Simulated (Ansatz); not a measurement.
Computed with Ansatz on PBE0-D4/def2-TZVP structures; ΔE is electronic, products minus reactants. CCSD(T)/CBS is the MP2 limit (def2-TZVPP, def2-QZVPP) plus CCSD(T) − MP2 in def2-TZVPP, frozen cores. This one scheme is used for every species. Functionals use def2-TZVPP. B3LYP here is the variant with VWN-RPA as its local correlation; programs differ in this. HSE06 is defined as in plane-wave codes.

`F[Si]1(F)BC1` + H₂ → `F[SiH]1BC1` + H–F  (hydrogenolysis of the Si–F bond)

```
             level  ΔE (kcal/mol)  difference from CCSD(T)/CBS
       LDA (SPW92)           29.1                         -0.2
          B3LYP-D4           30.2                          0.9
          BHLYP-D4           30.1                          0.8
           ωB97X-V           29.8                          0.5
               PBE           28.4                         -0.9
              BLYP           30.0                          0.7
             HSE06           27.7                         -1.6
         CAM-B3LYP           30.3                          1.0
      MP2/def2-SVP           27.7                         -1.6
SCS-MP2/def2-TZVPP           30.1                          0.8
       CCSD(T)/CBS           29.3                            0
```

Largest T1 diagnostic among the species: 0.014.

Leaving LDA and LC-ωPBE aside and taking each functional with its dispersion term where it has one, the values, not all of them listed here, spread over 3.7 kcal/mol, from HSE06-D4 to r2SCAN-D4. LDA lies +0.7 kcal/mol from PBE without D4. From r2SCAN to r2SCAN0 (25 % exact exchange), in def2-TZVPP and without D4, ΔE moves by −1.2 kcal/mol.
